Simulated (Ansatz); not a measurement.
Geometry optimisation, RKS CAM-B3LYP-D4/def2-SVP (Ansatz).

The input (input.yaml):

```yaml
crystal:
  periodic: [false, false, false]
  atoms:
    - { symbol: B, position_ang: [0.0, 0.0, 0.0] }
    - { symbol: F, position_ang: [0.0, 0.0, 1.32] }
    - { symbol: "N", position_ang: [1.3423, 0.0, -0.775] }
    - { symbol: H, position_ang: [1.8089, -0.9179, -1.0268] }
    - { symbol: H, position_ang: [1.7937, 0.9179, -1.0532] }
    - { symbol: "N", position_ang: [-1.3423, 0.0, -0.775] }
    - { symbol: H, position_ang: [-2.0112, -0.8164, -0.6764] }
    - { symbol: H, position_ang: [-1.5914, 0.8164, -1.4036] }
basis:
  gaussian: { orbitals: def2-SVP }
hamiltonian:
  xc: cam_b3lyp
  dispersion: d4
relax:
  f_tol: 0.02
  max_steps: 40
```

Command:

```bash
$ ansatz run input.yaml --threads 2 --pin off --max-ram 3072MiB --backend cpu --events-out ev --progress --plain --runs-dir out
```

Task: Where does it end, and by what steps?

Result: It converged. After 11 steps the energy has fallen by 2.136 eV; H4 moved furthest, 1.27 Å.

```csv
step,energy less start (eV),largest force component (eV/Å),accepted
0,0.0000,3.610,yes
1,-0.8074,1.909,yes
2,-1.2513,0.837,yes
3,-1.4815,0.860,yes
4,-1.6380,1.354,yes
5,-1.8095,0.814,yes
6,-1.9553,0.586,yes
7,-2.0682,0.421,yes
8,-2.0921,1.018,yes
9,-2.1332,0.116,yes
10,-2.1354,0.066,yes
11,-2.1355,0.003,yes
```

```xyz
8
Properties=species:S:1:pos:R:3
B -0.005 0.042 -0.110
F -0.021 0.173 1.232
N 1.245 0.113 -0.758
H 1.377 0.027 -1.755
H 2.098 0.256 -0.235
N -1.240 -0.154 -0.762
H -2.105 -0.196 -0.241
H -1.348 -0.261 -1.760
```

The run took 15 s on 2 threads of Arm Neoverse V2, with other jobs on the host, peak memory 0.16 GiB.
